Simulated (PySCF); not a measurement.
All numbers come from PBE0 in PySCF with I def2-SVP with ECP28, S def2-SVP, F def2-SVP; scalar-relativistic core potentials, no spin–orbit coupling; density-fitted integrals.

```xyz
5
charge 0 multiplicity 1, angstrom
I     0.0732    0.0000   -0.2964
S    -1.6635    0.0000    1.0322
F     0.3215    1.9430   -0.2696
F     0.3215   -1.9430   -0.2696
F     1.6783    0.0000    0.7737
```

ISF₃ (singlet), along the line from I1 (at 0) through S2 (at 2.187 Å). Core electrons replaced by a potential are absent, the electrostatic potential uses the reduced nuclear charge, and values within about 0.7 Å of such atoms have no physical meaning.

Q: Tabulate the fields along this line at 0.77, 0.98, 1.20, 1.42, 1.64, 1.86, 2.08, 2.41, 2.62, 2.84, 3.06, 3.28, 3.50 Å.

A: 
| distance (Å) | electron density (e/Å³) | electron localisation function | electrostatic potential (V) |
| --- | --- | --- | --- |
| 0.77 | 1.67 | 0.213 | 50.9 |
| 0.98 | 0.993 | 0.546 | 26.8 |
| 1.20 | 0.934 | 0.722 | 20.9 |
| 1.42 | 1.06 | 0.597 | 30.7 |
| 1.64 | 1.36 | 0.0852 | 66.1 |
| 1.86 | 11.5 | 0.687 | 178 |
| 2.08 | 163 | 0.325 | 1160 |
| 2.41 | 51.7 | 0.864 | 366 |
| 2.62 | 2.78 | 0.12 | 102 |
| 2.84 | 1 | 0.408 | 41 |
| 3.06 | 0.561 | 0.806 | 17.7 |
| 3.28 | 0.256 | 0.742 | 8.19 |
| 3.50 | 0.109 | 0.518 | 4.08 |

On a grid of 0.11 Å the density has a local minimum along the bond near 1.09 Å from I, at 0.93 e/Å³, where the ELF is 0.68.
